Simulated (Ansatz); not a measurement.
Geometry optimisation, RHF/def2-SVP in Ansatz 0.2.0.

The input (input.yaml):

```yaml
crystal:
  periodic: [false, false, false]
  atoms:
    - { symbol: Ge, position_ang: [0.0, 0.0, 0.0] }
    - { symbol: H, position_ang: [0.0, 0.0, 1.9] }
    - { symbol: H, position_ang: [1.4616, 0.0, -0.5162] }
    - { symbol: F, position_ang: [-0.7913, 1.3709, -0.5594] }
    - { symbol: H, position_ang: [-0.73, -1.2648, -0.5162] }
    - { symbol: "N", position_ang: [-2.0972, 0.0067, 0.6969] }
    - { symbol: H, position_ang: [-2.8191, -0.5988, 0.2111] }
    - { symbol: H, position_ang: [-2.3813, 0.6154, 1.5169] }
    - { symbol: H, position_ang: [-1.0245, 0.0033, 1.831] }
basis:
  gaussian: { orbitals: def2-SVP }
hamiltonian:
  xc: hf
relax:
  f_tol: 0.15
  max_steps: 25
  restrain:
    - { distance: [0, 5], at: 3.11, k: 30.0 }
    - { distance: [8, 1], at: 1.86, k: 30.0 }
    - { distance: [0, 1], at: 1.55, k: 30.0 }
    - { distance: [8, 5], at: 1.06, k: 30.0 }
```

Command:

```bash
$ ansatz run input.yaml --threads 1 --pin off --max-ram 2048MiB --backend cpu --events-out ev --progress --plain --runs-dir out
```

Where does it end, and by what steps?

It converged. The restraints hold the end off the free minimum; the threshold counts their pulls, which the force column leaves out. Restrained pairs: Ge1–N6 (2.21 → 3.12 Å), H2–H9 (1.03 → 1.87 Å), Ge1–H2 (1.90 → 1.54 Å), N6–H9 (1.56 → 1.02 Å). After 9 steps the energy has fallen by 6.069 eV (the restraints' own energy left out); N6 moved furthest, 0.82 Å.

```csv
step,energy less start (eV),largest force component (eV/Å),accepted
0,0.0000,4.031,yes
1,-1.0228,4.032,yes
2,-2.4969,5.392,yes
3,-4.4277,4.810,yes
4,-5.4849,1.977,yes
5,-5.8977,1.559,yes
6,-5.9730,2.129,yes
7,-6.0312,1.180,yes
8,-6.0280,1.663,yes
9,-6.0693,1.320,yes
```

```xyz
9
Properties=species:S:1:pos:R:3
Ge 0.244 -0.027 -0.026
H 0.187 -0.169 1.505
H 1.665 0.160 -0.549
F -0.591 1.432 -0.447
H -0.471 -1.166 -0.742
N -2.543 0.007 1.385
H -2.815 -0.706 0.731
H -2.401 0.867 0.887
H -1.656 -0.265 1.820
```

Time of the run: 18 s on 1 thread of Arm Neoverse V2, on a shared host, peak memory 0.17 GiB.
